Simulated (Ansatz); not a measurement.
The same path of AlFH4N2 + H2 (10 atoms, charge 0, multiplicity 1) was run twice with different band settings. Lost on the way: H9–H10. Made: Al1–H9, N2–H10.

All numbers below come from RKS PBE-D4/6-31G* in Ansatz 0.2.0.

Relaxed end points:

```xyz
10
Properties=species:S:1:pos:R:3
Al 0.175 0.378 0.087
N 0.136 0.098 1.848
H -0.719 0.045 2.398
H 0.951 -0.070 2.435
N 1.692 0.530 -0.833
H 2.628 0.510 -0.435
H 1.734 0.630 -1.846
F -1.278 0.523 -0.727
H -0.110 -3.233 1.382
H -0.068 -2.483 1.461
```

```xyz
10
Properties=species:S:1:pos:R:3
Al 0.145 -0.704 -0.103
N 0.067 -0.358 1.936
H -0.731 0.229 2.207
H 0.939 0.151 2.137
N 1.698 0.205 -0.446
H 2.421 -0.291 -0.972
H 1.659 1.161 -0.810
F -1.316 0.063 -0.493
H 0.209 -2.313 -0.187
H 0.048 -1.214 2.503
```

Common settings: movable images 7; climbing image yes; spring 5.0 eV/Å²; optimiser quadratic models (default); start path through a guess of the saddle point; iteration limit 60; end points relaxed.

| run | force threshold |
| --- | --- |
| 1 | 0.05 eV/Å |
| 2 | 0.2 eV/Å |

What does each run give, and how far can it be trusted?

Run 1: converged after 20 iterations, highest image 0.685 eV above the first end. A vibrational analysis at the climbing image gives one clearly imaginary mode, 1129i cm⁻¹: a first-order saddle point.
Run 2: converged after 12 iterations, highest image 0.688 eV above the first end. The threshold of 0.2 eV/Å is loose, so the images may lie well off the minimum-energy path. The order of the stationary point at the top wasn't checked.
The orbitals stay closed-shell, which can raise the energy where a bond breaks towards radicals; this wasn't checked here.
